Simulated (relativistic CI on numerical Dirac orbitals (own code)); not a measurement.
# Magnetism of Ag2+, 4d9, in a crystal field

Calculated by Dirac-Coulomb-Breit CI, separate exchange-only KLI orbitals for each configuration, model QED (radiative potential, 1s self-energy scaled to tabulated hydrogen-like ionisation energies), valence Slater integrals scaled by 0.8, one configuration in a parametric crystal field (own radial code).

Field parameters in Wybourne normalisation: D3d B²₀ = −7Dσ, B⁴₀ = −14Dq − 21Dτ, B⁴₃ = −14√(10/7) Dq; D4h B²₀ = −7Ds, B⁴₀ = 21(Dq − Dt), B⁴₄ = 21√(5/14) Dq; Oh B⁴₀ = 21Dq, B⁴₄ = √(5/14) B⁴₀; Td as Oh with Dq negative (B⁴₀ = 21Dq, B⁴₄ = √(5/14) B⁴₀). The field is a parameter set, without covalency.

S is read from ⟨S²⟩ = S(S + 1).

Powder χT (cm³ K mol⁻¹) by Van Vleck's formula, with temperature-independent terms:

```csv
Field,2 K,5 K,10 K,20 K,50 K,100 K,200 K,300 K
"D3d, 10Dq = 21900, Dσ = 560, Dτ = 200 cm⁻¹",0.199,0.224,0.266,0.343,0.452,0.489,0.503,0.509
"D4h, 10Dq = 14650, Ds = 2680, Dt = 970 cm⁻¹",0.543,0.543,0.544,0.544,0.546,0.549,0.556,0.563
"D4h, 10Dq = 32200, Ds = -760, Dt = -610 cm⁻¹",0.444,0.444,0.444,0.444,0.445,0.446,0.449,0.452
"D4h, 10Dq = 32250, Ds = -1010, Dt = 480 cm⁻¹",0.468,0.469,0.469,0.469,0.47,0.472,0.476,0.48
"Oh, 10Dq = 23900 cm⁻¹",0.489,0.489,0.49,0.49,0.491,0.493,0.498,0.502
"Td, 10Dq = -7250 cm⁻¹",0.377,0.379,0.383,0.391,0.414,0.454,0.532,0.61
"Td, 10Dq = -10800 cm⁻¹",0.377,0.379,0.382,0.389,0.408,0.441,0.506,0.572
"Td, 10Dq = -13950 cm⁻¹",0.377,0.378,0.381,0.387,0.405,0.435,0.495,0.554
```

For D4h, 10Dq = 32250, Ds = -1010, Dt = 480 cm⁻¹: what effective moment follows at 300 K?

μ_eff = √(8χT) = 1.96 μB. The ground level has S = 0.50; the spin-only moment for S = 1/2 is 1.73 μB. The difference comes from the orbital moment, spin-orbit mixing of terms and temperature-independent paramagnetism, all larger in this ionic model than in covalent complexes.
